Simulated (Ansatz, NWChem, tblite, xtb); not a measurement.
## How methods differ on BSiH4O2F (SMILES OB(F)O[SiH3])

BSiH4O2F: 9 atoms, total charge 0, spin state singlet. SMILES: `OB(F)O[SiH3]`. The shape is that of a PBE0-D4/def2-TZVP optimisation. This is one conformer, not always the lowest.

```xyz
9

O    -1.6141    0.5567    0.3940
B    -0.3954    1.1571    0.3527
F    -0.2773    2.4508    0.6579
O     0.7089    0.4669    0.0062
Si    0.9342   -1.1149   -0.4250
H    -2.3225    1.1499    0.6541
H     2.3819   -1.2739   -0.6909
H     0.1545   -1.4276   -1.6478
H     0.5182   -2.0110    0.6818
```

Each level gives the dipole moment (D). The values are calculated.

```csv
level,kind,program,value (D),CPU time
GFN2-xTB,semi-empirical,tblite,1.63,under 2 s
GFN1-xTB,semi-empirical,tblite,2.05,under 2 s
GFN0-xTB,semi-empirical,xtb,1.35,under 2 s
IPEA1-xTB,semi-empirical,tblite,1.98,under 2 s
HF/STO-3G,Hartree–Fock,NWChem,1.03,2.2 s
HF/3-21G,Hartree–Fock,Ansatz,1.79,0.77 s
HF/def2-SVP,Hartree–Fock,Ansatz,1.51,2.5 s
B3LYP/6-31G* (spherical functions),global hybrid,Ansatz,1.36,4.8 s
B3LYP/6-31G* (Cartesian functions),global hybrid,Ansatz,1.36,4.9 s
PBE0/def2-SVP,global hybrid,Ansatz,?,5.1 s
```

Problem. Estimate the missing values from the other rows.

Solution. As computed at these levels: PBE0/def2-SVP: 1.45 D. The values span 1.03 to 2.05 D. Sets without polarisation functions give poor dipoles. Without the sets that lack polarisation functions the rows with a basis span only 1.36 to 1.51 D. Times are those of the runs behind each value, whatever else they computed, on shared processors of several kinds: orders of magnitude only.
